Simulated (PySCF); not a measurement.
Compound: SiHMe2(tBu), C6H16Si.
Structure used (PBE0-D3(BJ)/def2-SVP), in Å, numbered top down from 1:
```
atom  x, y, z in Å
Si1    0.4977    0.8126    0.6179
H2     0.5560    0.7294    2.1172
C3     2.2573    0.8716   -0.0522
H4     2.8513    0.0065    0.2790
H5     2.7687    1.7832    0.2950
H6     2.2608    0.8870   -1.1539
C7    -0.4113    2.3897    0.1335
H8    -1.4524    2.3856    0.4909
H9    -0.4263    2.5200   -0.9602
H10    0.0874    3.2702    0.5683
C11   -0.4285   -0.7421   -0.0040
C12   -0.6023   -0.6717   -1.5236
C13   -1.8011   -0.8106    0.6703
C14    0.3834   -1.9868    0.3651
H15   -1.0976   -1.5850   -1.8996
H16   -1.2244    0.1857   -1.8269
H17    0.3639   -0.5876   -2.0472
H18   -2.4239    0.0664    0.4304
H19   -1.7149   -0.8702    1.7672
H20   -2.3554   -1.7049    0.3325
H21    0.5459   -2.0609    1.4530
H22    1.3709   -1.9960   -0.1230
H23   -0.1479   -2.9023    0.0487
```

ESP-fitted charges (e) from the PBE0/pcSseg-1 density (PySCF), one withheld:

```json
{"atom": "Si1", "bonded to": "H2 C3 C7 C11", "charge": "+0.8027"}
{"atom": "H2", "bonded to": "Si1", "charge": "-0.2278"}
{"atom": "C3", "bonded to": "Si1 H4 H5 H6", "charge": "-0.7398"}
{"atom": "H4", "bonded to": "C3", "charge": "+0.1496"}
{"atom": "H5", "bonded to": "C3", "charge": "+0.1782"}
{"atom": "H6", "bonded to": "C3", "charge": "+0.1614"}
{"atom": "C7", "bonded to": "Si1 H8 H9 H10", "charge": "-0.7377"}
{"atom": "H8", "bonded to": "C7", "charge": "+0.1494"}
{"atom": "H9", "bonded to": "C7", "charge": "+0.1629"}
{"atom": "H10", "bonded to": "C7", "charge": "+0.1752"}
{"atom": "C11", "bonded to": "Si1 C12 C13 C14", "charge": "?"}
{"atom": "C12", "bonded to": "C11 H15 H16 H17", "charge": "-0.5546"}
{"atom": "C13", "bonded to": "C11 H18 H19 H20", "charge": "-0.5719"}
{"atom": "C14", "bonded to": "C11 H21 H22 H23", "charge": "-0.5327"}
{"atom": "H15", "bonded to": "C12", "charge": "+0.1270"}
{"atom": "H16", "bonded to": "C12", "charge": "+0.1201"}
{"atom": "H17", "bonded to": "C12", "charge": "+0.1168"}
{"atom": "H18", "bonded to": "C13", "charge": "+0.1262"}
{"atom": "H19", "bonded to": "C13", "charge": "+0.1144"}
{"atom": "H20", "bonded to": "C13", "charge": "+0.1360"}
{"atom": "H21", "bonded to": "C14", "charge": "+0.1046"}
{"atom": "H22", "bonded to": "C14", "charge": "+0.1186"}
{"atom": "H23", "bonded to": "C14", "charge": "+0.1256"}
```

Question: What is the charge on C11?

Answer: The charges add up to the total charge, 0. The others sum to -0.4958, which leaves +0.4958 e for C11 (carbon bonded to 3 C and Si); the computed value is +0.4957, the difference coming from rounding.

Question: Add each hydrogen's charge to the atom that carries it.

Answer: Si1 +0.5749, C3 -0.2506, C7 -0.2502, C12 -0.1907, C13 -0.1953, C14 -0.1839. Atoms without hydrogen keep their charges.

Question: Across which bond do the charges differ most?

Answer: Si1–C3: +0.8027 on Si1 against -0.7398 on C3, a difference of 1.5425 e (Si1–C7 within 0.003 e of it). The lower charge is on the more electronegative element of the two (Pauling values: C 2.55, Si 1.90).

Question: Take the bonds between elements whose Pauling electronegativities differ by more than 0.25. In how many does the more electronegative atom carry the lower charge?

Answer: In 19 of 19.

Question: How much positive and how much negative charge does this set hold in all?

Answer: +3.3644 e on 17 atoms and -3.3645 e on 6.

The ESP scheme fits charges at the nuclei, held to the total charge, to the electrostatic potential on points at 1.4 to 2.0 times the van der Waals radii. Geometry: PBE0-D3(BJ)/def2-SVP; no solvent, vibrations or thermal averaging.
